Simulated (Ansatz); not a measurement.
`C=C[SiH2]Br` + `BO` → `BO[SiH2]Br` + ethylene at 298.15 K and 1 bar (ligand exchange at the Si–C bond).

Computed with Ansatz on PBE0-D4/def2-TZVP structures; ΔE is electronic, products minus reactants. CBS: MP2 limit from def2 TZ/QZ plus the TZ coupled-cluster correction, frozen cores. This one scheme is used for every species. For Br outer-core shells are correlated without core-valence functions, which leaves a few kJ/mol of doubt a bond. Scalar relativity is left out up to krypton. Each species was taken in one conformer, which may not be the lowest.

```
      species  CCSD(T)/CBS energy (Eh)  H − E (kJ/mol)  S (J/(mol·K))
`C=C[SiH2]Br`              -2941.53535           177.4          331.7
         `BO`               -101.80414           103.5          230.4
 `BO[SiH2]Br`              -2964.89003           135.2          338.7
        `C=C`                -78.48111           144.6          218.9
```

H − E and S are ideal-gas, rigid-rotor, harmonic terms from PBE0-D4/def2-TZVP, for one conformer and one mirror image of each species. 1 Eh = 2625.50 kJ/mol, R = 8.31446 J/(mol·K).

By hand: ΔE, ΔH, ΔS and ΔG.

ΔE = (-2964.89003) + (-78.48111) − (-2941.53535) − (-101.80414) = -0.03165 Eh = -83.1 kJ/mol. Δ(H − E) = 135.2 + 144.6 − 177.4 − 103.5 = -1.1, so ΔH = -84.2 kJ/mol. ΔS = 338.7 + 218.9 − 331.7 − 230.4 = -4.5 J/(mol·K). ΔG = -84.2 − 298.15 × (-4.5)/1000 = -82.9 kJ/mol.

By hand: the equilibrium constant, and the temperature at which ΔG would vanish if ΔH and ΔS stayed fixed.

log₁₀ K = −ΔG/(RT ln 10) = 14.5. ΔG = 0 at ΔH/ΔS = 18711 K, far beyond where these terms or the molecules hold.

The number of gas molecules stays the same, so ΔS is small and ΔH decides. A doubt of 5 kJ/mol in ΔE shifts log₁₀ K by 0.9 here. Other conformers and mirror images would add mixing entropy, several J/(mol·K) or more a flexible species. Modes under 60 cm⁻¹, often nearly free rotors, make the harmonic entropy too high. These are equilibria of isolated gas molecules and say nothing of rates. Largest T1 diagnostic: 0.014 (customary marks: 0.02 for closed shells, 0.045 for open ones).
